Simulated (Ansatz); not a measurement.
# CH3BFGa: which of two structures lies lower

We compare a, `FB[CH2][Ga]`, a singlet, with b, a singlet given by its coordinates. Both are isolated molecules in the gas phase, relaxed with PBE0-D3(BJ)/def2-SVP; the shapes shown needn't be the lowest conformers.

a (Å):

```xyz
7

C     0.8755   -0.9178    1.3870
B    -0.5226   -0.3646    1.6103
F    -1.2095    0.1728    0.5914
Ga    0.8302   -2.8750    0.6871
H    -1.1256   -0.4516    2.6625
H     1.4907   -1.0084    2.2985
H     1.4420   -0.4400    0.5661
```

b (Å):

```xyz
7

C    -0.7322   -1.1699   -0.5163
B     0.3274   -1.8251    0.0772
F     1.3357   -2.3190    0.6982
Ga   -0.7569    0.6070    0.2319
H    -1.4685   -1.4756   -1.2566
H    -1.8544    1.6193   -0.2377
H     0.3403    0.9726    1.2972
```

Close contacts (Å): C1–B2 1.38, C1–Ga4 1.93, B2–F3 1.28, B2–Ga4 2.67, C1–H5 1.09, Ga4–H6 1.57, Ga4–H7 1.57.

Question: Estimate E(b) − E(a) at the level CCSD(T)/def2-TZVP.

Answer: Calculated at CCSD(T)/def2-TZVP: E(b) − E(a) = +1.439 eV, so structure a lies lower.

How the difference moves with the method:

```csv
level,geometry,E(b) − E(a) (eV),departure from the last row (eV),"job, with rough time for the two"
PBE0-D3(BJ)/def2-SVP,PBE0-D3(BJ)/def2-SVP,+1.539,+0.099,"optimisation, 28 s"
HF/def2-TZVP,PBE0-D3(BJ)/def2-SVP,+1.565,+0.125,part of the CCSD(T) run
MP2/def2-TZVP,PBE0-D3(BJ)/def2-SVP,+1.335,−0.105,part of the CCSD(T) run
CCSD(T)/def2-TZVP,PBE0-D3(BJ)/def2-SVP,+1.439,,"single point, 96 s"
```

The levels shown agree on the order. The largest departure from CCSD(T)/def2-TZVP is that of HF/def2-TZVP, 0.125 eV. Levels run at GFN2-xTB geometries aren't shown.

With harmonic frequencies from PBE0-D3(BJ)/def2-SVP (ideal gas, rigid rotor, one conformer each, 298.15 K, 1 atm): on the last row, ΔE + ΔZPE = +1.263, ΔH = +1.274, ΔG = +1.267 eV.

The correlated steps freeze 12 core orbitals; the filled d shell of Ga is correlated, in a basis made for valence electrons. Mirror images aren't counted in ΔG. Programs: Ansatz 0.2.0; the last row on 2 threads of Arm Neoverse V1 on a shared host.
